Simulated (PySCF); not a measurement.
Vertical excitations of a molecule CH6O2Si2 from TDA-PBE/def2-SVPD (PySCF), as energy in eV (oscillator strength): 5.47 (0.012), 5.62 (0.009), 5.68 (0.025), 5.85 (0.010), 5.87 (0.006), 5.99 (0.030), 6.17 (0.081), 6.27 (0.022), 6.32 (0.008), 6.42 (0.096). Lowest triplet (TDA): 4.80 eV. Geometry: PBE-D3(BJ)/def2-SVP. The values are those of a single conformer.

Problem. Which structure fits?
(A) O=C([SiH3])[SiH2]O
(B) C1O[SiH2]O[SiH2]1
(C) [SiH3][SiH]1OCO1
(D) O[Si@H]1OC[SiH2]1

Solution. D, O[Si@H]1OC[SiH2]1
